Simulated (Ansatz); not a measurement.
CH$_{8}$GeSSi, SMILES `[SiH3][GeH2][CH2]S` at its PBE0-D4/def2-TZVP geometry, where that method's forces vanish. Total charge 0; spin multiplicity 1.

```xyz
12

Si    0.0533    1.7878    0.7874
Ge   -0.6200    0.1547   -0.8092
C    -0.2457   -1.6302   -0.0670
S     1.4570   -1.7604    0.5266
H    -0.3446    1.3319    2.1459
H    -0.6217    3.0831    0.5025
H     1.5220    1.9998    0.7498
H     0.1967    0.2899   -2.1114
H    -2.1157    0.2734   -1.1726
H    -0.4761   -2.4245   -0.7779
H    -0.8712   -1.7795    0.8150
H     2.0659   -1.3261   -0.5893
```

What forces (eV/Å) does B3LYP-D4/def2-TZVPP give on these atoms in the Gaussian-basis code of Ansatz? (Estimate.)

Ansatz gave: 
```
Si1  0.045  0.137  0.121
Ge2 -0.080  0.129 -0.132
C3  -0.276 -0.199  0.003
S4   0.301 -0.053  0.089
H5   0.028  0.034 -0.081
H6   0.043 -0.076  0.023
H7  -0.095 -0.011  0.007
H8  -0.002 -0.004 -0.012
H9  -0.015 -0.004 -0.011
H10  0.002  0.055  0.049
H11  0.030  0.001 -0.069
H12  0.021 -0.010  0.011
```

B3LYP here is the variant with VWN-RPA as its local correlation; programs differ in this.
